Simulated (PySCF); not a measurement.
## Static response to an electric field

Species: CH5Cl3GeOSi.
Geometry (PBE0-D3(BJ)/def2-SVP, Å), atoms numbered from 1 in this order:
```
atom  x, y, z in Å
Cl1   -1.1016   -1.6794    1.0436
C2    -1.6789   -0.0771    0.4989
Cl3   -1.4493    1.1109    1.8006
Cl4   -3.3979   -0.1778    0.0527
Si5   -0.6872    0.4466   -1.0634
O6     0.8997    0.5927   -0.6888
Ge7    2.1611   -0.2043    0.2978
H8    -1.2350    1.7595   -1.4908
H9    -0.9485   -0.6207   -2.0685
H10    3.4599    0.5204   -0.0803
H11    1.8072   -0.0082    1.7782
H12    2.2099   -1.6912   -0.0889
```

Level: wB97X-D/def2-SVPD (PySCF), static field, nuclei fixed, core orbitals frozen in the response. The polarisability tensor in these axes (au):

```
x   122.78  -1.61   3.20
y    -1.61 104.55   0.90
z     3.20   0.90 103.06
```

Q: Give the principal values, the mean and the anisotropy Δα = √{½[(α1 − α2)² + (α2 − α3)² + (α1 − α3)²]}.

A: Principal values 102.02, 104.97 and 123.39 au; mean 110.13 au = 16.32 Å³ = 18.16 × 10⁻⁴⁰ C²·m²/J; Δα = 20.06 au (18 % of the mean).

Q: What is the dipole moment, and where does it point?

A: (1.62, -0.32, -0.34) D, 1.68 D in size, pointing from the negative to the positive side. Measured along this direction, the outermost atoms are Cl4 at the negative end and H10 at the positive end.

Q: Find the Langevin capture rate constant for H3+ (3.023 u) meeting this molecule (239.839 u), k = 2.342 × 10⁻⁹ cm³/s × √(α in Å³ / reduced mass in u).

A: The reduced mass is 2.99 u, so k = 5.48 × 10⁻⁹ cm³/s. The formula leaves out the permanent dipole, which adds to the capture rate.

Q: Refractivity n − 1 of an ideal gas of it at 273.15 K and 1 atm, from the electronic α?

A: N = p/kT = 2.6868 × 10¹⁹ cm⁻³, so n − 1 = 2π × N × 16.32 × 10⁻²⁴ cm³ = 2755 × 10⁻⁶ at long wavelengths, for an ideal gas.

Q: Orientational against electronic polarisability at 350 K (dilute gas, rigid molecules)?

A: In Gaussian units μ²/3kT = 19.57 Å³ against 16.32 Å³, a ratio of 1.20; the Debye molar polarisation (4π/3)N_A(α + μ²/3kT) is 90.5 cm³/mol, leaving out the vibrational part.

Q: What depolarisation ratio follows for Rayleigh scattering of linearly polarised light, taking the static tensor?

A: ρ = 3Δα²/(45ᾱ² + 4Δα²) = 1207.6/(545768 + 1610.2) = 0.00221.

Q: What are the principal values of the traceless quadrupole moment, Θ = ½Σq(3rr − r²1), about the centre of nuclear charge?

A: -4.48, -1.13, 5.61 D·Å. The values depend on the origin, since the dipole doesn't vanish. The electronic extent ⟨r²⟩ about the same centre is 2388 bohr², a root-mean-square distance of 2.40 Å for the 116 electrons.

One conformer (not necessarily the lowest) at the PBE0-D3(BJ)/def2-SVP geometry, without solvent, vibrations or thermal averaging. The calculation is non-relativistic, for germanium too.
